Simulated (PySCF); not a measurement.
Geometry (Å), atoms numbered from 1 in this order:
```xyz
16

C     3.6011   -0.9888   -1.0880
C     2.8177   -0.4537   -0.3500
Si    1.6208    0.3561    0.8030
C     0.1037   -0.7340    1.0855
C    -1.0312   -0.2143    0.5845
C    -2.3155   -0.8879    0.6824
N    -3.4289   -0.4851    0.2458
Si   -0.7663    1.4677   -0.2607
O     0.8424    1.5783    0.0227
H     4.2856   -1.4536   -1.7383
H     2.2379    0.9318    1.9910
H     0.1104   -1.6913    1.5905
H    -2.3257   -1.8515    1.1899
H    -3.3889    0.4190   -0.2256
H    -1.4030    2.5852    0.4281
H    -0.9680    1.4308   -1.7045
```

PySCF calculation with geometry from GFN2-xTB and PBE0/pcSseg-1 with gauge-including orbitals; relativity neglected, isolated molecule, single conformer.

Referencing at the same level of theory: 13C, 1H, 29Si against TMS; 15N against NH3; 17O vs H2O.

```tsv
atoms	nucleus	count	δ (ppm)
H12	1H	1	7.30
H14	1H	1	10.44
H16	1H	1	5.58
H13	1H	1	8.43
H15	1H	1	?
Si3	29Si	1	-23.7
C1	13C	1	103.9
C2	13C	1	87.9
C5	13C	1	?
H10	1H	1	?
C6	13C	1	174.6
Si8	29Si	1	-13.7
C4	13C	1	161.2
H11	1H	1	5.45
O9	17O	1	?
N7	15N	1	?
```

Estimate the values marked ?.

## Answers


- C5: 170.4 ppm, carbon bonded to 2 C, Si
- H15: 5.53 ppm, hydrogen on a silicon bonded to C, O
- H10: 2.07 ppm, hydrogen on a carbon bonded to C
- N7: 372.3 ppm, nitrogen bonded to C, H
- O9: 25.2 ppm, oxygen bonded to 2 Si

Exchangeable OH/NH protons stand at their gas-phase positions; hydrogen bonding in a real sample shifts them, mostly to higher δ. Shifts are as computed. Against solution values, carbons near 30 ppm lie about +3 ppm off and those near 130 ppm about +5 ppm. Of 1309 compounds with measured shifts, 239 miss one by over three times the rms of a fit or turn the order of signals round; such compounds aren't used in these exercises. Experimental scales use liquid or dissolved standards, which lie at an offset from isolated NH3 (liquid NH3: subtract about 20 ppm) and H2O (liquid H2O: subtract about 36 ppm). Unscaled 15N shifts of sp2 nitrogen come out 20 to 40 ppm too high even then.
